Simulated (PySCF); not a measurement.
[Hf(F)4], neutral singlet in the gas phase. 

Z-matrix (Å, degrees):
```
Hf
F 1 1.9153
F 1 1.9153 2 109.47
F 1 1.9153 2 109.47 3 -120.00
F 1 1.9153 2 109.47 4 -120.00
```
Charge 0, spin multiplicity 1.

All levels are single points at this geometry (PBE-D3(BJ)/def2-SVP); Pople sets use spherical d functions. Orbital energies aren't observables, and empty levels follow the basis.

```json
[
 {"level": "PBE-D3(BJ)/def2-TZVP in PySCF", "HOMO (eV)": "-10.09", "LUMO (eV)": "-1.71", "gap (eV)": "8.37", "dipole (D)": "0.00", "vertical IE, Delta-SCF (eV)": "–"},
 {"level": "TPSSh-D3(BJ)/def2-TZVP in PySCF", "HOMO (eV)": "-11.01", "LUMO (eV)": "-1.21", "gap (eV)": "9.80", "dipole (D)": "0.00", "vertical IE, Delta-SCF (eV)": "–"},
 {"level": "B3LYP/6-31G* (LANL2DZ on Hf) in PySCF", "HOMO (eV)": "-11.40", "LUMO (eV)": "-1.16", "gap (eV)": "10.24", "dipole (D)": "0.00", "vertical IE, Delta-SCF (eV)": "14.02"},
 {"level": "B3LYP/LANL2DZ in PySCF", "HOMO (eV)": "-12.01", "LUMO (eV)": "-2.04", "gap (eV)": "9.98", "dipole (D)": "0.00", "vertical IE, Delta-SCF (eV)": "–"},
 {"level": "BP86/6-31G* (LANL2DZ on Hf) in PySCF", "HOMO (eV)": "-9.78", "LUMO (eV)": "-1.85", "gap (eV)": "7.93", "dipole (D)": "0.00", "vertical IE, Delta-SCF (eV)": "–"},
 {"level": "M06-2X/6-31G* (LANL2DZ on Hf) in PySCF", "HOMO (eV)": "-13.82", "LUMO (eV)": "-0.26", "gap (eV)": "13.55", "dipole (D)": "0.00", "vertical IE, Delta-SCF (eV)": "–"},
 {"level": "PBE/6-31G* (LANL2DZ on Hf) in PySCF", "HOMO (eV)": "-9.65", "LUMO (eV)": "-1.72", "gap (eV)": "7.93", "dipole (D)": "0.00", "vertical IE, Delta-SCF (eV)": "–"},
 {"level": "SVWN5/6-31G* (LANL2DZ on Hf) in PySCF", "HOMO (eV)": "-9.91", "LUMO (eV)": "-2.00", "gap (eV)": "7.91", "dipole (D)": "0.00", "vertical IE, Delta-SCF (eV)": "–"},
 {"level": "HF/6-31G* (LANL2DZ on Hf) in PySCF", "HOMO (eV)": "-17.31", "LUMO (eV)": "1.93", "gap (eV)": "19.24", "dipole (D)": "0.00", "vertical IE, Delta-SCF (eV)": "14.74"}
]
```
